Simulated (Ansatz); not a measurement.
```yaml
crystal:
  periodic: [false, false, false]
  atoms:
    - {symbol: Al, position_ang: [-1.013702, 1.316474, 0.196329]}
    - {symbol: B, position_ang: [-0.086585, -0.451375, 0.835132]}
    - {symbol: C, position_ang: [1.356392, -0.781761, 0.746703]}
    - {symbol: Ga, position_ang: [0.041626, -0.898956, -1.059601]}
    - {symbol: Cl, position_ang: [0.307172, 1.399631, -1.850845]}
    - {symbol: H, position_ang: [-2.601155, 1.482452, -0.498712]}
    - {symbol: H, position_ang: [-0.297058, 2.515574, 1.272715]}
    - {symbol: H, position_ang: [-0.552609, -1.298830, 2.046126]}
    - {symbol: H, position_ang: [1.738955, -0.142908, -0.059576]}
    - {symbol: H, position_ang: [1.910181, -1.657681, 0.624099]}
    - {symbol: H, position_ang: [-0.429307, -1.509922, -2.251577]}
basis:
  gaussian: {orbitals: aug-cc-pVDZ}
hamiltonian: {xc: {name: wB97X-V}, pseudopotentials: {relativity: none}}
relax: {f_tol: 0.001, max_steps: 2}
output: {forces: true}
```

```sh
$ ansatz run in.yaml --threads 4 --pin off --events-out ev --progress --plain --max-ram 10444MiB
```

Shortened log:

```
Functional definition: wB97X-V
2032 factors; integrals over basis functions are off by at most 2.9e-4 eV
850 factors; integrals over basis functions are off by at most 4.0e-7 eV
mean field evaluation 1: about -73291.6244 eV, gradient 4.6e1 eV
mean field evaluation 2: about -73293.0271 eV, gradient 4.1e1 eV
mean field evaluation 4: about -73297.6927 eV, gradient 2.0e0 eV
mean field evaluation 8: about -73297.7069 eV, gradient 1.6e-1 eV
mean field evaluation 16: about -73297.7071 eV, gradient 1.0e-4 eV
mean field -73297.70706291 eV, -2693.6410515917 hartree, gradient 4.0e-5 eV, S^2 0.000000; 0 other end points of the search recorded, 0 dependent functions left out
reference -73297.70705834 eV, -2693.6410514236 hartree; 39, 39 occupied and 151, 151 virtual orbitals, 2032 factors
relax step   1: F+E_penalty+E_count = -73297.70706291 eV  Δ(F+E_penalty+E_count) = +0.000e0 eV  max|allowed force component| = 6.956e0 eV/Å  Δτ_max = 0.0000 Å  (32 SCF iters, accepted)
2032 factors; integrals over basis functions are off by at most 3.0e-4 eV
850 factors; integrals over basis functions are off by at most 3.8e-7 eV
mean field -73300.15842948 eV, -2693.7311376517 hartree, gradient 6.9e-5 eV, S^2 0.000000; 0 other end points of the search recorded, 0 dependent functions left out
reference -73300.15842504 eV, -2693.7311374884 hartree; 39, 39 occupied and 151, 151 virtual orbitals, 2032 factors
relax step   2: F+E_penalty+E_count = -73300.15842948 eV  Δ(F+E_penalty+E_count) = -2.451e0 eV  max|allowed force component| = 2.003e0 eV/Å  Δτ_max = 0.1945 Å  (34 SCF iters, accepted)
Error: geometry relaxation did not converge after 2 steps: max|allowed force component| = 2.00e0 eV/Å (threshold 1.0e-3). Raise `relax.max_steps` over both its present limit and 2, loosen `relax.f_tol`, or start from a geometry closer to equilibrium. Where this run's directory can be resumed (`checkpoint.write`), a resume goes on for up to `relax.max_steps` more
```

(1) What is wrong with this run?

## Answers

(1) The relaxation is allowed too few steps for its threshold. The run did not converge.
